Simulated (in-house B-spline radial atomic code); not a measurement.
RPA and G0W0 for Tl IV (Tl3+), [Xe] 4f14 5d10, as one setting changes: the radius of a hard wall (bohr). Start: PBE0. A dash marks a level of low quasi-particle weight. Computed with a B-spline radial code for spherical atoms: all electrons, scalar-relativistic (spin-free one-electron X2C), finite nucleus, each spin shell either full or empty, empty states to l = 9 with an (l + 1/2)⁻⁴ tail; G0W0 by contour deformation at full frequency.

Without the two-electron picture change, the correlation of inner shells comes somewhat too large for so heavy an element.

```
radius of a hard wall (bohr)  mean-field level (eV)  G0W0 level (eV)  RPA correlation (Eh)
                           2                -14.057       5d -22.261               -6.9855
                         2.5                 -35.66        5d -42.73               -6.9667
                           3                      ?                ?                     ?
                         3.5                      ?                ?                     ?
                           4                 -46.00        5d -51.78               -6.9625
                           5                 -46.35        5d -51.98               -6.9605
                           6                 -46.38        5d -51.99               -6.9592
                           8                 -46.39        5d -51.99               -6.9574
                          12                 -46.39        5d -51.98               -6.9559
```

Question: What belongs in the row for 3.5?

Answer: mean-field level (eV): -45.16; G0W0 level (eV): 5d -51.15; RPA correlation (Eh): -6.964.

Question: What belongs in the row for 3?

Answer: mean-field level (eV): -42.71; G0W0 level (eV): 5d -49.10; RPA correlation (Eh): -6.9649.
